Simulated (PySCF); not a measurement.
# Germanium: highly charged ions in a basis for the neutral atom

Ge¹¹⁺ [Ar] 3d3, Ge¹²⁺ [Ar] 3d2. All numbers are calculated (PySCF 2.14, no relativity, point nucleus, in 6-31G*). No spin-orbit coupling, so a gap to NIST mixes the basis error with missing relativistic terms.

Changed run: basis of the neutral atom used for a highly charged ion. This setting is unsound on purpose.

```csv
species,method,sound run (hartree),changed run (hartree),converged
Ge¹¹⁺,UHF,not run,-2023.48329,yes
Ge¹¹⁺,M06-L,not run,-2024.45828,yes
Ge¹¹⁺,BP86,not run,-2024.65300,yes
Ge¹²⁺,UHF,not run,-2010.94996,yes
Ge¹²⁺,M06-L,not run,-2011.85052,yes
Ge¹²⁺,BP86,not run,-2012.06938,yes
```

Ionisation energy of Ge¹¹⁺:

| method | changed run (eV) | NIST (eV) |
| --- | --- | --- |
| UHF | 341.05 | 326 ± 2.5 |
| M06-L | 343.07 | 326 ± 2.5 |
| BP86 | 342.42 | 326 ± 2.5 |

The contracted functions were made for the neutral atom and can be too rigid for a highly charged ion.
